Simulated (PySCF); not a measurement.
Work out the structure from these simulated measurements.

Elements present: B, C, H, O and S. Monoisotopic mass: 168.0416 u.

| Item | Value |
| --- | --- |
| UV, first state | lowest singlet excitation: 5.57 eV (223 nm, f = 0.142) [TDDFT CAM-B3LYP/def2-SVPD] |
| Polarisability | 113.9 au [CAM-B3LYP/def2-SVPD] |
| Triplet | lowest triplet excitation (Tamm–Dancoff): 3.65 eV [TDA CAM-B3LYP/def2-SVPD] |
| 1H NMR | chemical shifts (computed TMS as zero) by class: 7.44 (1 H), 7.21 (1 H), 7.10 (1 H), 5.57 (1 H), 4.45 (1 H), 4.27 (1 H), 4.14 (1 H), 2.21 (1 H), 1.95 (1 H) ppm [GIAO PBE/pcSseg-2] |
| Rotational structure | rotational constants A, B, C: 2.589, 0.585, 0.497 GHz [PBE0-D3(BJ)/def2-SVP] |
| Dipole | 2.28 D [CAM-B3LYP/def2-SVPD] |
| 13C NMR | chemical shifts (computed TMS as zero) by class: 157.8 (1 C), 133.0 (1 C), 131.3 (1 C), 129.6 (1 C), 77.1 (1 C), 67.2 (1 C), 43.9 (1 C) ppm [GIAO PBE/pcSseg-2] |
| NMR, other nuclei | isotropic shieldings of nuclei other than C and H, by class: 71 (1 B), 166 (1 O), 185 (1 O), 258 (1 S) ppm [GIAO PBE/pcSseg-2] |

The electronic properties come from PySCF, for the isolated species, density fitting. Levels stand in brackets. Isolated species at its PBE0-D3(BJ)/def2-SVP geometry (one conformer only). NMR values are class means; diastereotopic atoms form classes of their own.

Q: Which formula fits the mass and the elements?

A: C7H9BO2S (calculated 168.0416). No other formula that holds each of these elements comes within 0.0003 u with a fitting electron parity and a possible valence count.

Q: Give a SMILES that accounts for the data.

A: Numbering: `[BH:1]1[O:2][CH2:3][CH2:4][C@H:5]([c:6]2[cH:7][cH:8][cH:9][s:10]2)[O:11]1`. 7 carbons fall into 7 classes; from least to most shielded: substituted aromatic carbon [C6] (157.8 ppm), aromatic CH carbon [C8] (133.0 ppm), aromatic CH next to a ring sulfur [C9] (131.3 ppm), aromatic CH carbon [C7] (129.6 ppm), ring sp3 carbon bound to oxygen [C5] (77.1 ppm), ring sp3 carbon bound to oxygen [C3] (67.2 ppm), ring CH2 carbon [C4] (43.9 ppm). Hydrogen classes from least to most shielded: 1 H on an aromatic CH carbon, C7 (7.44 ppm), 1 H on an aromatic CH next to a ring sulfur, C9 (7.21 ppm), 1 H on an aromatic CH carbon, C8 (7.10 ppm), 1 H on an sp3 carbon bound to oxygen, C5 (5.57 ppm), 1 H on a three-coordinate boron, B1 (4.45 ppm), 1 H on an sp3 carbon bound to oxygen, C3 (4.27 ppm), 1 H on an sp3 carbon bound to oxygen, C3 (4.14 ppm), 1 H on a ring CH2 carbon, C4 (2.21 ppm), 1 H on a ring CH2 carbon, C4 (1.95 ppm). The other shieldings belong to: 71 ppm, three-coordinate boron [B1]; 166 ppm, boron-bound oxygen [O11]; 185 ppm, boron-bound oxygen [O2]; 258 ppm, thiophene-type sulfur [S10]. The optimised geometry has point group C1 and is an asymmetric top. Structure: `O1[C@@H](c2cccs2)CCOB1`. The assignments are read from this structure; whether some other isomer fits the data as well wasn't checked. The mirror image fits equally.
